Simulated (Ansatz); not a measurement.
One change: `FC[SiH2]F` becomes `FC[SiH2][SnH3]`.

Ansatz, PBE0-D4/def2-TZVP geometries, multiplicity 1. Each molecule was computed in one conformer, which needn't be the lowest.

Elements past krypton have def2 core potentials.

| property | `FC[SiH2]F` |
| --- | --- |
| LUMO energy (B3LYP/def2-TZVPP) / eV | -0.16 |
| HOMO energy (PBE0/def2-TZVPP) / eV | -8.86 |
| HOMO–LUMO gap (B3LYP/def2-TZVPP) / eV | 8.49 |
| HOMO energy (ωB97M-V/def2-TZVPP) / eV | -11.17 |
| LUMO energy (PBE0/def2-TZVPP) / eV | 0.09 |
| LUMO energy (PBE/def2-TZVPP) / eV | -0.81 |

Problem. Give the same properties after the change, and the shifts. (An estimate is asked.)

Solution. Computed: 
| property | `FC[SiH2][SnH3]` | shift |
| --- | --- | --- |
| LUMO energy (B3LYP/def2-TZVPP) / eV | -0.38 | -0.22 |
| HOMO energy (PBE0/def2-TZVPP) / eV | -7.93 | 0.93 |
| HOMO–LUMO gap (B3LYP/def2-TZVPP) / eV | 7.36 | -1.13 |
| HOMO energy (ωB97M-V/def2-TZVPP) / eV | -9.94 | 1.23 |
| LUMO energy (PBE0/def2-TZVPP) / eV | -0.15 | -0.24 |
| LUMO energy (PBE/def2-TZVPP) / eV | -0.94 | -0.13 |

With PBE0 the HOMO rises by 0.93 eV and the LUMO falls by 0.24 eV, so the gap narrows by about 1.17 eV. PBE moves the HOMO by 0.45 eV and ωB97M-V by 1.23 eV.

B3LYP here is the variant with VWN-RPA as its local correlation; programs differ in this.
